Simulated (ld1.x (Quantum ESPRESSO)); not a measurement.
## Mn (Z = 25) TM: all-electron and pseudo phase curves

ld1.x (Quantum ESPRESSO) 7.5 input, shortened:

```
&input
   title='Mn', zed=25., rel=1, dft='PZ', iswitch=3,
   config='[Ar] 3d6 4s1 4p0'
 /
 &inputp
   pseudotype=2, tm=.true., lloc=0,
   nlcc=.true., rcore=1.70
 /
3
4P  2  1   0.00   0.00  2.80  2.80  0.0
3D  3  2   6.00   0.00  1.90  1.90  0.0
4S  1  0   1.00   0.00  2.55  2.55  0.0
 &test
   configts(1)='3d6 4s1 4p0'
 /
```

The phase is arctan(r·u′/u) with u = r·R(r), unwrapped; energies in Ry, scanned from -2 to 5 Ry. A pole is an energy at which the radial function vanishes at the test radius. The pseudo phase is shifted by a multiple of π to meet the all-electron one at the reference energy, and phase errors are pseudo minus all-electron; the curves can meet again beyond the range given. Levels narrower than the energy grid can be missing from the lists of poles.

```csv
channel,radius (bohr),reference energy (Ry),"poles, all-electron","poles, pseudo",unbroken range about the reference energy with phases within 0.05 rad,phase error 1 Ry above the reference energy (rad)
s,3.04,-0.32,0.85,"0.82, 4.97",below 2.0,-0.006
p,3.04,-0.08,1.64,1.61,below 3.5,-0.005
d,3.04,-0.27,"-0.16, 3.08","-0.16, 3.98",below 0.5,+0.096
```

Phases in the p channel:

| E (Ry) | all-electron | pseudo |
| --- | --- | --- |
| -2.00 | 1.319 | 1.317 |
| -1.76 | 1.299 | 1.297 |
| -1.52 | 1.274 | 1.273 |
| -1.28 | 1.242 | 1.240 |
| -1.04 | 1.198 | 1.197 |
| -0.80 | 1.134 | 1.133 |
| -0.56 | 1.034 | 1.033 |
| -0.32 | 0.852 | 0.852 |
| -0.08 | 0.473 | 0.473 |
| 0.16 | -0.256 | -0.258 |
| 0.40 | -0.898 | -0.902 |
| 0.64 | -1.206 | -1.211 |
| 0.88 | -1.361 | -1.366 |
| 1.12 | -1.454 | -1.459 |
| 1.36 | -1.516 | -1.522 |
| 1.60 | -1.563 | -1.569 |
| 1.84 | -1.602 | -1.609 |
| 2.08 | -1.637 | -1.645 |
| 2.32 | -1.671 | -1.681 |
| 2.56 | -1.707 | -1.719 |
| 2.80 | -1.747 | -1.763 |
| 3.04 | -1.797 | -1.818 |
| 3.28 | -1.864 | -1.894 |
| 3.52 | -1.966 | -2.013 |
| 3.76 | -2.144 | -2.229 |
| 4.00 | -2.512 | -2.681 |
| 4.24 | -3.240 | -3.440 |
| 4.48 | -3.905 | -3.993 |
| 4.72 | -4.222 | -4.255 |
| 4.96 | -4.378 | -4.390 |
